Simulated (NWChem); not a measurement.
# Correlation energy of F₃Si

```xyz
4

F      0.7584    -0.2013     1.3144
Si     0.0008     0.3851     0.0000
F      0.7584    -0.2013    -1.3144
F     -1.5181    -0.1964     0.0000
```
Charge 0, spin multiplicity 2.

All runs are NWChem calculations. All single points use one geometry, from UPBE/def2-SVP, a minimum by its harmonic frequencies.

Basis set: 3-21G. Each correlation energy counts from its own Hartree-Fock reference.

```json
[
 {"method": "CCSD[T] on UHF", "correlation energy (mHa)": "-400.2"},
 {"method": "CCSD on UHF", "correlation energy (mHa)": "-392.9"},
 {"method": "UMP2", "correlation energy (mHa)": "-392.5"},
 {"method": "CCSD[T] on ROHF", "correlation energy (mHa)": "-401.6"},
 {"method": "CCSD(T) on UHF", "correlation energy (mHa)": "-398.9"},
 {"method": "CCSD(T) on ROHF", "correlation energy (mHa)": "-400.3"},
 {"method": "CCSD on ROHF", "correlation energy (mHa)": "-394.1"},
 {"method": "SCS-UMP2", "correlation energy (mHa)": "-378.6"}
]
```

The values span 23.0 mHa, from CCSD[T] on ROHF (lowest) to SCS-UMP2 (highest). 

The correlated methods keep 8 core orbitals frozen. The structure started from a generated list of species. The unpaired electrons of the parent sit in orbitals of symmetry a' (Cs labels of the run); other states weren't searched. The stability of the SCF solutions was not checked. Open-shell Hartree-Fock references start from PBE0 orbitals. No row is a measurement; the coupled-cluster row has its own basis-set and correlation limits.
